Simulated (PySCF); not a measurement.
## Simulated characterisation data

Theory: GIAO PBE0/pcSseg-1 shieldings, geometry: GFN2-xTB, in PySCF 2.14.0 with density-fitted response routines (gas phase, single conformer, equivalent nuclei averaged, non-relativistic Hamiltonian).

References, each an isolated molecule treated in the same way: 1H (31.72 ppm), 13C (186.93 ppm) against TMS. Splittings of carbon signals by F and P are missing where no couplings were computed. Where no couplings were computed, multiplicities follow the n + 1 count of equivalent neighbours, and m marks all less simple cases (inequivalent or close neighbours, rings, F or P nearby). Shifts are as computed. Against solution values, carbons near 30 ppm lie about +3 ppm off and those near 130 ppm about +5 ppm. Of 1309 compounds with measured shifts, 239 miss one by over three times the rms of a fit or turn the order of signals round; such compounds aren't used in these exercises. OH and NH positions are gas-phase values without hydrogen bonding to other molecules.

Compound 1 (C2H8N2Si2). 1H NMR (500 MHz, computed): δ 4.96 (d, 1H), 4.81 (s, 3H), 1.91 (d, 1H), 0.53 (br s, 2H), -0.25 (br s, 1H). 13C{1H} NMR (computed): δ 99.5, 92.6. Structure: `InChI=1S/C2H8N2Si2/c1-2-6(3)4-5/h1,4,6H,3H2,5H3/t6-/m1/s1`.

Compound 2 (C6H13FOSi2). 1H NMR (500 MHz, computed): δ 4.28 (m, 2H), 4.21 (s, 3H), 4.18 (s, 3H), 0.74 (m, 2H), 0.25 (m, 2H), 0.05 (m, 1H). 13C{1H} NMR (computed): δ 155.9 (C), 151.0 (C), 62.4 (CH3), 4.1 (CH2), -3.8 (CH). Structure: `C1C([SiH2]/C(=C(/OC)[SiH3])F)C1`.

Compound 3 (C2H8N2Si2). 1H NMR (500 MHz, computed): δ 3.39 (s, 3H), 0.58 (s, 3H), 0.23 (br s, 2H). 13C{1H} NMR (computed): δ 127.7, 2.7. Structure: `C[Si@](N)([SiH3])C#N`.
